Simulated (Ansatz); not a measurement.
Reaction (ligand exchange at a B–N bond): `CNBO` + `[SiH3]N[SiH3]` → `OBN([SiH3])[SiH3]` + CH₃NH₂

Program: Ansatz. Geometries: PBE0-D4/def2-TZVP. ΔE: electronic, gas phase. CCSD(T)/CBS adds triple-zeta CCSD(T) − MP2 to the extrapolated MP2 energy (def2 sets, frozen cores). This one scheme is used for every species. Functionals use def2-TZVPP. Each species was taken in one conformer, which may not be the lowest.

```json
{"species": "`CNBO`", "PBE0 energy (Eh)": "-196.47928"}
{"species": "`[SiH3]N[SiH3]`", "PBE0 energy (Eh)": "-637.70583"}
{"species": "`OBN([SiH3])[SiH3]`", "PBE0 energy (Eh)": "-738.39873"}
{"species": "CH₃NH₂", "PBE0 energy (Eh)": "-95.78001"}
```

(1) Work out ΔE.

Largest T1 diagnostic among the species: 0.012.

Answers

(1) ΔE = (-738.39873) + (-95.78001) − (-196.47928) − (-637.70583) = 0.00637 Eh = +0.17 eV. CCSD(T)/CBS gives +0.10 eV.

In def2-TZVPP, CCSD(T) changes the Hartree–Fock value by −0.09 eV (the triples alone add −0.02 eV) and MP2 by −0.09 eV. The D4 term adds −0.07 eV with B3LYP and −0.04 eV with PBE0; it sums over pairs of atoms, weighted by their polarisabilities, and B3LYP, whose exchange is more repulsive, gets the larger term.

B3LYP here is the variant with VWN-RPA as its local correlation; programs differ in this.
